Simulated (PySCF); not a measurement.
## Working out the ionisation energy of Lu

Lu [Xe] 4f14 5d1 6s2 (2D) → Lu⁺ [Xe] 4f14 6s2 (1S). All numbers are calculated (PySCF 2.14, scalar relativity by spin-free X2C-1e, in cc-pVDZ-X2C (8s7p5d3f1g, 84 functions)). Frozen: [Ar] 3d10. Energies in hartree (1 hartree = 27.21139 eV):

```
             part     Lu (lower)    Lu⁺ (upper)
              UHF  -14558.179183  -14558.014881
MP2 opposite-spin      -0.862298      -0.856033
    MP2 same-spin      -0.555620      -0.547258
```

Q: What does Hartree-Fock give?

A: (-14558.014881) − (-14558.179183) = 0.164302 hartree = 4.471 eV.

Q: What do MP2 and SCS-MP2 (6/5 opposite-spin, 1/3 same-spin) give?

A: The opposite-spin parts differ by 0.170 eV and the same-spin parts by 0.228 eV. MP2: 4.471 + (0.170) + (0.228) = 4.869 eV. SCS-MP2: 4.471 + 1.2 × (0.170) + (0.228)/3 = 4.751 eV.

Measured between the centres of the two terms (NIST): 5.278 eV, so MP2 (valence and next inner shell) is off by -0.409 eV.

A double-zeta basis recovers only part of the correlation energy.

What remains against the reference includes basis incompleteness, the frozen core and correlation beyond second order.
